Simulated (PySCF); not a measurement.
**Functional dependence of a UV spectrum**

Species: isobutyl formate, C5H10O2.
SMILES: `CC(C)COC=O`

Linear-response calculations in the def2-SVPD basis (PySCF; singlets by full response, triplets Tamm–Dancoff, core orbitals frozen in the response; HF means time-dependent Hartree–Fock). 'Strongest' is the level of largest summed f among the singlets computed (10 roots, of which the last may lack a degenerate partner); it can jump between rows when another state enters that window. S1 is the lowest singlet of each run and needn't be the same state throughout; f(S1) is that of one state. The structure is a single PBE0-D3(BJ)/def2-SVP conformer in the gas phase; no vibrational or solvent corrections.

```csv
functional,kind,S1 (eV),f(S1),strongest (eV),T1 (eV),HOMO (eV),gap (eV),"ionisation energy, ΔSCF (eV)"
LDA,LDA,5.64,0.002,6.48,5.15,-6.87,5.38,10.37
PBE,GGA,5.69,0.002,7.26,5.13,-6.69,5.48,10.23
PBE0,"global hybrid, 25% exact exchange",5.91,0.002,7.68,5.32,-8.36,8.31,10.47
BHandHLYP,"global hybrid, 50% exact exchange",6.11,0.002,8.33,5.55,-9.97,11.05,10.69
CAM-B3LYP,range-separated hybrid,5.90,0.002,7.96,5.34,-9.85,10.96,10.80
wB97X-D,range-separated hybrid,5.95,0.002,8.03,5.44,-10.30,12.16,10.72
LC-wPBE,range-separated hybrid,5.92,0.001,8.26,5.32,-11.15,13.47,10.97
HF,Hartree–Fock,6.60,0.002,9.23,6.07,-12.24,14.79,not settled
```

Task: What does B3LYP (global hybrid, 20% exact exchange) give?

Result: S1 (eV) 5.85, f(S1) 0.002, strongest (eV) 7.48, T1 (eV) 5.30, HOMO (eV) -8.11, gap (eV) 7.74, ionisation energy, ΔSCF (eV) 10.46. S1 runs from 5.64 eV (LDA) to 6.60 eV (HF), a spread of 0.96 eV, while the orbital gap spreads over 9.4 eV. Along PBE (0%), B3LYP (20%), PBE0 (25%), BHandHLYP (50%), HF (100%) S1 rises with the share of exact exchange. −ε(HOMO) comes closest to its own ΔSCF ionisation energy with LC-wPBE (+0.19 eV) and misses most with PBE (-3.54 eV). 'Not settled' means that the ion's SCF failed to converge or may have ended in another state than the lowest.
